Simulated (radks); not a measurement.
Q: Species: the silicon ion Si3+. Configuration: [Ne] 3s1. Calculated with a radial shooting solver on a logarithmic mesh with Libxc functionals: scalar-relativistic Kohn-Sham, BLYP, spin-unpolarised, spherical densities, point nucleus. Some entries of the table are withheld. Estimate them.

orbital  occ.  eigenvalue (hartree)  r(max) (bohr)
1s          2                   (1)        0.07260
2s          2              -6.45716         0.4537
2p          6                   (2)         0.3860
3s          1                   (3)          1.618
3p          0              -1.13660            (4)
3d          0                   (5)          2.090

A: 
(1) 1s eigenvalue (hartree): -67.06513
(2) 2p eigenvalue (hartree): -4.85272
(3) 3s eigenvalue (hartree): -1.45639
(4) 3p r(max) (bohr): 1.784
(5) 3d eigenvalue (hartree): -0.73076
